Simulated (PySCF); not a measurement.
C3H5Sb.
Atom-mapped SMILES: `[CH:1]#[C:2][CH2:3][SbH2:4]` (hydrogens: H5 on C1; H6, H7 on C3; H8, H9 on Sb4)

Method: PBE0-D3(BJ)/def2-SVP geometry optimisation, gas phase, def2 core potentials past Kr in PySCF; density fitting, grid level 1; the optimiser is geomeTRIC in internal coordinates, started from a GFN2-xTB structure with every atom displaced at random (about 0.01 Å).

Step 0: E = -9721.3158 eV
```
atom  x, y, z in Å  |  force x, y, z in eV/Å
C1     -2.2047    0.3734    0.2964   -5.367   2.374   0.449
C2     -1.1462   -0.1047    0.1859    4.240  -1.844  -0.454
C3      0.1582   -0.6432    0.0704    0.988   0.180   0.238
Sb4     1.7177    0.9192    0.4544   -0.429  -0.223   0.382
H5     -3.1936    0.7948    0.3609    0.148  -0.048   0.045
H6      0.3240   -1.4298    0.8072    0.125  -0.291   0.197
H7      0.3654   -1.0344   -0.9218    0.054  -0.199  -0.383
H8      2.9206   -0.0581   -0.2300    0.330  -0.231  -0.088
H9      1.4360    1.5967   -1.0630   -0.088   0.282  -0.385
```

Step 1: E = -9721.4771 eV
```
atom  x, y, z in Å  |  force x, y, z in eV/Å
C1     -2.2514    0.3941    0.2821    0.505  -0.198  -0.003
C2     -1.1458   -0.1045    0.1850   -0.366   0.120  -0.003
C3      0.1810   -0.6586    0.0741    0.021   0.009  -0.001
Sb4     1.6990    0.9034    0.4551    0.144  -0.025  -0.355
H5     -3.2271    0.8229    0.3808   -0.134   0.059  -0.008
H6      0.3458   -1.4573    0.8148    0.010   0.026  -0.007
H7      0.3737   -1.0701   -0.9271   -0.032  -0.005   0.003
H8      2.9789   -0.0699   -0.2149   -0.194   0.158   0.100
H9      1.4233    1.6539   -1.0894    0.047  -0.143   0.273
```

Q: Estimate the geometry and energy of step 2. (The exact step hangs on the optimiser's Hessian estimate; all steps are aligned on step 1, rigid shifts and turns removed.)

A: E = -9721.4845 eV, largest force 0.120 eV/Å
```
atom  x, y, z in Å  |  force x, y, z in eV/Å
C1     -2.2438    0.3955    0.2829    0.025   0.010   0.026
C2     -1.1436   -0.1066    0.1837   -0.059  -0.001  -0.014
C3      0.1827   -0.6606    0.0706    0.023   0.003   0.003
Sb4     1.6992    0.9028    0.4477   -0.047   0.002   0.110
H5     -3.2217    0.8304    0.3783    0.020  -0.012  -0.016
H6      0.3517   -1.4552    0.8137    0.000   0.003   0.000
H7      0.3686   -1.0760   -0.9300   -0.011  -0.006  -0.001
H8      2.9625   -0.0507   -0.2142    0.065  -0.046  -0.028
H9      1.4216    1.6343   -1.0723   -0.018   0.047  -0.082
```

The energy changes by -0.0074 eV. The first-order estimate −F·Δx gives -0.0189 eV and the mean of the old and new forces, exact on a quadratic surface, -0.0071 eV. The step makes an angle of 58° with the force vector and moves no atom by more than 0.026 Å.

The cost below is that of the whole optimisation. The run took 18 s on an Arm Neoverse V1 with one thread, shared host, and the process peaked at 0.38 GiB of memory.
